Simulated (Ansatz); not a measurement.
A structure relaxed at PBE-D4/def2-SVP in Ansatz, charge 0, singlet:

```xyz
35

Si   -0.2411    0.0226    0.1275
C    -1.7692    1.1490   -0.0008
C    -1.6564    2.2448   -1.0732
H    -2.0023    1.5929    0.9923
H    -2.6291    0.4845   -0.2380
H    -2.5849    2.8488   -1.1482
H    -0.8250    2.9510   -0.8664
H    -1.4599    1.8120   -2.0756
N     0.5260   -0.2268   -1.4360
C    -0.1836   -0.8780   -2.5174
C     1.7445    0.4385   -1.8400
H    -0.4900   -0.1650   -3.3246
H    -1.1013   -1.3707   -2.1357
H     0.4380   -1.6675   -3.0069
H     2.2266    0.9196   -0.9664
H     2.4799   -0.2782   -2.2822
H     1.5683    1.2329   -2.6095
N    -0.7446   -1.5744    0.6522
C    -1.7383   -1.7411    1.6918
C    -0.0308   -2.7910    0.3270
H    -2.5116   -2.4952    1.4064
H    -2.2659   -0.7876    1.8950
H    -1.2940   -2.0846    2.6596
H     0.7395   -2.5848   -0.4417
H     0.4828   -3.2370    1.2162
H    -0.7159   -3.5781   -0.0730
N     0.9115    0.7465    1.2374
C     1.0390    2.1656    1.4855
C     1.9905   -0.0458    1.7911
H     1.1333    2.3785    2.5779
H     0.1505    2.7160    1.1193
H     1.9372    2.6193    0.9927
H     1.7925   -1.1264    1.6471
H     2.9852    0.1797    1.3281
H     2.0984    0.1303    2.8885
```

Problem. Give its formula, name or SMILES.

Solution. SiEt(NMe2)3 (C8H23N3Si).

Problem. Summarise the bond lengths by kind (pairs closer than 1.2 times the sum of covalent radii, bridged metal pairs left out).

Solution. 6 × C–N 1.45 Å; 3 × N–Si 1.75 to 1.76 Å; 1 × C–Si 1.90 Å; 1 × C–C 1.54 Å; 23 × C–H 1.11 to 1.12 Å.
